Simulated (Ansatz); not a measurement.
Ansatz (a quantum-chemistry and plane-wave program) input (MP2/6-31G*):

Ansatz 0.2 input:
```yaml
crystal:
  periodic: [false, false, false]
  atoms:
    - {symbol: Ge, position_ang: [-0.08275598, 0.53781547, 0.33165785]}
    - {symbol: Cl, position_ang: [1.82797786, -0.31650379, -0.26015654]}
    - {symbol: Cl, position_ang: [-1.66244819, -0.72097814, -0.47520065]}
    - {symbol: H, position_ang: [-0.16581297, 0.42709784, 1.88802085]}
basis:
  gaussian:
    orbitals: 6-31G*
magnetization: {spin_polarized: true, initial_magnetization: 1}
correlation: {method: mp2, electrons: outside_noble_gas}
```

Output:

```
Functional definition: HF
integrals: 0.03 GiB planned
670 factors; integrals over basis functions are off by at most 4.0e-4 eV
mean field: 0.31 GiB planned
mean field evaluation 1: about -81487.9995 eV, gradient 1.3e1 eV
mean field evaluation 2: about -81488.0035 eV, gradient 1.3e1 eV
mean field evaluation 4: about -81489.3511 eV, gradient 2.0e0 eV
mean field evaluation 8: about -81489.4178 eV, gradient 1.5e-1 eV
mean field -81489.41860781 eV, -2994.6808983253 hartree, gradient 2.4e-6 eV, S^2 0.756742; 0 other end points of the search recorded, 0 dependent functions left out
24 core orbitals not correlated
reference -81489.41860781 eV, -2994.6808983253 hartree; 10, 9 occupied and 41, 42 virtual orbitals, 670 factors
second order -8.76145722 eV of doubles, -0.00000000 eV of singles
Total energy: -81498.18006503 eV, -2995.0028759395 hartree
```

The geometry given is a B3LYP-D3(BJ)/def2-TZVP minimum.
